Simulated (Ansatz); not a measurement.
selenium dioxide (O2Se), singlet, at a GFN2-xTB geometry; LC-WPBE/3-21G (Ansatz, a first-principles code).

Input for Ansatz:
Ansatz 0.2 input:
```yaml
crystal:
  periodic: [false, false, false]
  atoms:
    - {symbol: O, position_ang: [-1.30858110, 0.55019170, 0.03169236]}
    - {symbol: Se, position_ang: [0.01459899, -0.28855533, -0.02417049]}
    - {symbol: O, position_ang: [1.24653537, 0.67616846, 0.07103224]}
basis:
  gaussian:
    orbitals: 3-21G.json
hamiltonian:
  xc: lc_wpbe
```
The basis file holds 3-21G in the JSON format of the Basis Set Exchange.

Output, abridged:

```
Functional definition: LC-wPBE
476 factors; their error is unknown
144 factors; integrals over basis functions are off by at most 2.5e-6 eV
mean field evaluation 1: about -69088.4948 eV, gradient 6.0e1 eV
mean field evaluation 2: about -69087.0601 eV, gradient 7.1e1 eV
mean field evaluation 4: about -69095.8014 eV, gradient 4.8e-1 eV
mean field evaluation 8: about -69095.7603 eV, gradient 3.0e-3 eV
mean field -69095.76027153 eV, -2539.2223551901 hartree, gradient 1.8e-5 eV, S^2 0.000000; 0 other end points of the search recorded, 0 dependent functions left out
reference -69095.76027153 eV, -2539.2223551902 hartree; 25, 25 occupied and 16, 16 virtual orbitals, 476 factors
Total energy: -69095.76027153 eV, -2539.2223551902 hartree
```
